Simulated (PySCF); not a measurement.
Working out the ionisation energy of V⁺

V⁺ [Ar] 3d4 (5D) → V²⁺ [Ar] 3d3 (4F). Computed with PySCF 2.14 in def2-QZVPPD (11s6p5d3f2g, 93 functions), with no relativity, point nucleus. Frozen: [Ar]. Energies in hartree (1 hartree = 27.21139 eV):

```json
{"part": "UHF", "V⁺ (lower)": "-942.674929", "V²⁺ (upper)": "-942.187434"}
{"part": "CCSD correlation", "V⁺ (lower)": "-0.053797", "V²⁺ (upper)": "-0.022556"}
{"part": "(T)", "V⁺ (lower)": "-0.000960", "V²⁺ (upper)": "-0.000107"}
```

Task: What does Hartree-Fock give?

Result: (-942.187434) − (-942.674929) = 0.487495 hartree = 13.265 eV.

Task: What do CCSD and CCSD(T) give?

Result: The CCSD correlation energies differ by 0.031241 hartree = 0.850 eV and the triples by 0.000853 hartree = 0.023 eV, so CCSD gives 14.115 eV and CCSD(T) 14.138 eV.

Reference: 14.634 ± 0.007 eV (measured; NIST Atomic Spectra Database, ionization energies), between the lowest levels; spin-orbit coupling is absent from the calculation.

The calculation is non-relativistic.

What remains against the reference includes basis incompleteness, the frozen core and higher excitations.
